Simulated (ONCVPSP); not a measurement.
# Ni, ONCV: configuration errors across variants

ONCVPSP 4.0.1 input, shortened (lines: element, Z, core and valence counts, functional; n l f; lmax; l rc ep ncon nbas qcut; lloc lpopt rc5 dvloc0; l nproj debl; icmod fcfact rcfact), LDA (Perdew-Wang 92), scalar-relativistic:

```
  Ni 28.00    3    3  -001012      upf
    1    0    2.00
    2    0    2.00
    2    1    6.00
    3    0    2.00
    3    1    6.00
    3    2    8.00
    2
    0    1.20    0.00    4    8    8.50
    1    1.00    0.00    3    6   14.70
    2    1.30    0.00    5    9   11.10
    4    5    0.80    0.00
    0    1    1.90
    1    2    1.20
    2    2    0.30
    0    0.00    0.00
```

In the p channel the program set the typed energies aside and used -3.346, 0.250 Ha. In the d channel the program set the typed energies aside and used -1.055, 0.250 Ha.

All-electron excitation energies from the reference (eV): (1) 3s2 3p6 3d8 4s2 -27.247; (2) 3s2 3p6 3d8 4s1 -17.653; (3) 3s2 3p6 3d7 37.803; (4) 3s2 3p6 3d8 4s1.5 -23.408.

3 further variants failed, have other tests or another functional or relativity, and are left out.

Errors AE − PS in meV (a dash: test not solved or not reliable):

| change | (1) | (2) | (3) | (4) | bound ghosts | GHOST(+) flags above zero |
| --- | --- | --- | --- | --- | --- | --- |
| base | +1350 | +879 | +29 | +1156 | none | none |
| s: qcut 7.7 | +1529 | +996 | +29 | +1312 | none | none |
| d: qcut 10.4 | +1350 | +876 | +33 | +1156 | none | none |
| d: rc 0.88 | +1352 | +879 | +6.7 | +1159 | none | d |

**Question.** Give the same row for: p: rc 1.32.

**Answer.** +1350, +876, +29, +1156; bound ghosts: none; GHOST(+) flags above zero: none.
